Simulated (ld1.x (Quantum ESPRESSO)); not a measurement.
u(r) = r·R(r): atom against pseudo-atom (Al)

Columns: radius, all-electron u(r) and pseudo u(r) of the 3s shell (level -7.75 eV) of aluminium in the configuration [Ne] 3s2 3p1; PBE, scalar-relativistic, RRKJ scheme, ld1.x (Quantum ESPRESSO) 7.5.

| r (bohr) | all-electron | pseudo |
| --- | --- | --- |
| 0.137 | 0.0512 | 0.0475 |
| 0.274 | -0.2045 | 0.0896 |
| 0.411 | -0.2955 | 0.1238 |
| 0.548 | -0.2452 | 0.1529 |
| 0.685 | -0.1227 | 0.1833 |
| 0.822 | 0.0245 | 0.2227 |
| 0.959 | 0.1696 | 0.2761 |
| 1.096 | 0.2994 | 0.3437 |
| 1.233 | 0.4088 | 0.4200 |
| 1.370 | 0.4964 | 0.4960 |
| 1.507 | 0.5640 | 0.5627 |
| 1.644 | 0.6137 | 0.6140 |
| 1.781 | 0.6474 | 0.6483 |
| 1.918 | 0.6671 | 0.6674 |
| 2.055 | 0.6747 | 0.6747 |
| 2.192 | 0.6723 | 0.6723 |
| 2.329 | 0.6618 | 0.6618 |
| 2.466 | 0.6448 | 0.6448 |
| 2.603 | 0.6229 | 0.6229 |
| 2.740 | 0.5974 | 0.5974 |
| 2.877 | 0.5693 | 0.5693 |
| 3.014 | 0.5397 | 0.5397 |
| 3.151 | 0.5092 | 0.5092 |
| 3.288 | 0.4785 | 0.4785 |
| 3.425 | 0.4480 | 0.4480 |
| 3.562 | 0.4182 | 0.4182 |

Task: How many radial nodes do the two functions have?

Result: The all-electron 3s function has n − l − 1 = 2; the pseudo-wave has 0, since the states of the same l below it are removed with the core.

Task: At about which radius was the pseudo-wave matched?

Result: 2.06 bohr. The columns agree to 0.0005 from 1.92 bohr on; several derivatives are matched, so the curves merge somewhat inside the radius.

Task: Is the pseudo-wave norm-conserving?

Result: Yes: the RRKJ scheme keeps the norm inside the radius equal to the all-electron one, which fixes the energy derivative of the logarithmic derivative at the level.
